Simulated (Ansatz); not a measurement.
Reaction (cleavage of the Ga–Si bond): `[F][Ga]([F])[SiH3]` + `N=C=O` → `O=C=[N][Ga]([F])[F]` + SiH₄

Gas-phase electronic energies from Ansatz, PBE0-D4/def2-TZVP geometries. CBS: MP2 limit from def2 TZ/QZ plus the TZ coupled-cluster correction, frozen cores. This one scheme is used for every species. Functionals use def2-TZVPP. For Ga outer-core shells are correlated without core-valence functions, which leaves a few kJ/mol of doubt a bond. Scalar relativity is left out up to krypton. Each species was taken in one conformer, which may not be the lowest.

| level | ΔE (kcal/mol) |
| --- | --- |
| B97M-V | -5.2 |
| B2PLYP | -7.3 |
| RPA@PBE/def2-TZVPP | -9.1 |
| HF/def2-SVP | -15.1 |

What does CCSD(T)/CBS give? (An estimate is asked.)

The calculation gave: -6.7 kcal/mol. The listed levels differ from it by 1.5, -0.6, -2.4, -8.4 kcal/mol.

Largest T1 diagnostic among the species: 0.018.

From r2SCAN to r2SCAN0 (25 % exact exchange), in def2-TZVPP and without D4, ΔE moves by −1.6 kcal/mol. In def2-TZVPP, CCSD(T) changes the Hartree–Fock value by +5.1 kcal/mol (the triples alone add +0.6 kcal/mol) and MP2 by +3.6 kcal/mol.
